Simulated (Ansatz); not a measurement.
Geometry optimisation, Ansatz 0.2.0, RKS B3LYP/def2-SVP.

The input (input.yaml):

```yaml
crystal:
  periodic: [false, false, false]
  atoms:
    - { symbol: "N", position_ang: [-0.6486, 0.6484, 1.378] }
    - { symbol: C, position_ang: [0.3786, 0.1403, 0.5501] }
    - { symbol: F, position_ang: [1.6163, 0.3687, 1.0432] }
    - { symbol: Si, position_ang: [0.1654, -1.5378, -0.0726] }
    - { symbol: Ge, position_ang: [0.209, 0.4567, -1.3634] }
    - { symbol: H, position_ang: [-1.6141, 0.5798, 0.8779] }
    - { symbol: H, position_ang: [-0.5124, 1.7261, 1.4419] }
    - { symbol: H, position_ang: [1.33, -2.3579, -0.272] }
    - { symbol: H, position_ang: [-1.2866, -2.0257, 0.0664] }
    - { symbol: H, position_ang: [1.5803, 0.7975, -1.9642] }
    - { symbol: H, position_ang: [-1.1526, 1.147, -1.6647] }
basis:
  gaussian: { orbitals: def2-SVP }
hamiltonian:
  xc: b3lyp
relax:
  f_tol: 0.015
  max_steps: 40
output:
  orbitals: {}
```

Run as:

```bash
$ ansatz run input.yaml --threads 2 --pin off --max-ram 3072MiB --backend cpu --events-out ev --progress --plain --runs-dir out
```

**Question.** Where does it end, and by what steps?

**Answer.** The run converged. After 16 steps the energy has fallen by 1.163 eV; H6 moved furthest, 1.33 Å.

```
step  energy less start (eV)  largest force component (eV/Å)  accepted
   0                  0.0000                           2.680       yes
   1                 -0.6836                           1.196       yes
   2                 -0.8295                           0.601       yes
   3                 -0.8771                           0.388       yes
   4                 -0.9215                           0.282       yes
   5                 -0.9424                           0.336       yes
   6                 -0.9317                           1.331        no
   7                 -0.9649                           0.336       yes
   8                 -0.9834                           0.238       yes
   9                 -0.9938                           0.905       yes
  10                 -1.1147                           0.615       yes
  11                 -1.1317                           0.332       yes
  12                 -1.1568                           0.234       yes
  13                 -1.1583                           0.248       yes
  14                 -1.1628                           0.066       yes
  15                 -1.1629                           0.042       yes
  16                 -1.1630                           0.011       yes
```

```xyz
11
Properties=species:S:1:pos:R:3
N -0.860 0.758 1.165
C 0.270 0.217 0.533
F 1.491 0.416 1.201
Si 0.021 -1.508 -0.284
Ge 0.298 0.489 -1.480
H -1.075 0.329 2.066
H -0.834 1.773 1.267
H 1.197 -2.417 -0.226
H -1.272 -2.210 -0.056
H 1.674 0.767 -2.104
H -0.846 1.330 -2.063
```

Time of the run: 65 s on 2 threads of Intel(R) Xeon(R) Platinum 8488C (Sapphire Rapids), on a shared host, peak memory 0.33 GiB.
